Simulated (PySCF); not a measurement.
3,3-difluoro-2-methylprop-1-ene (C4H6F2), SMILES C=C(C)C(F)F.

Coordinates come from a PBE0-D3(BJ)/def2-SVP optimisation. Other conformers were not sampled.

Two levels are set side by side: TDA-PBE/def2-SVPD (PySCF) and TDA-PBE0/def2-SVPD (PySCF). Vertical, same geometry. The lowest singlet is HOMO−1→LUMO 77 %, HOMO→LUMO+1 15 % with PBE and HOMO→LUMO+1 65 %, HOMO→LUMO 31 % with the other functional; states are paired by order. Differences are taken from unrounded values.

```
quantity                               TDA-PBE0
-------------------------------------  --------
lowest singlet excitation (eV)             7.32
lowest triplet excitation (TDA) (eV)       4.25
first bright state (f over 0.05) (eV)      7.32
its oscillator strength                    0.12
```

Problem. What does TDA-PBE give, and how far is it from TDA-PBE0? (An estimate is asked for; the answer gives what the named calculation found.)

Solution. 
```json
[
 {"quantity": "lowest singlet excitation (eV)", "TDA-PBE": "6.68", "TDA-PBE minus TDA-PBE0": "-0.64"},
 {"quantity": "lowest triplet excitation (TDA) (eV)", "TDA-PBE": "4.36", "TDA-PBE minus TDA-PBE0": "0.12"},
 {"quantity": "first bright state (f over 0.05) (eV)", "TDA-PBE": "7.38", "TDA-PBE minus TDA-PBE0": "0.06"},
 {"quantity": "its oscillator strength", "TDA-PBE": "0.19", "TDA-PBE minus TDA-PBE0": "0.07"}
]
```

Functionals without exact exchange tend to place singlet excitations lower, as here. Differences between two approximate levels are no errors against the true value.

Rough cost on one machine, each run with all the roots and properties that it gave: TDA-PBE0 against TDA-PBE about 2 times.
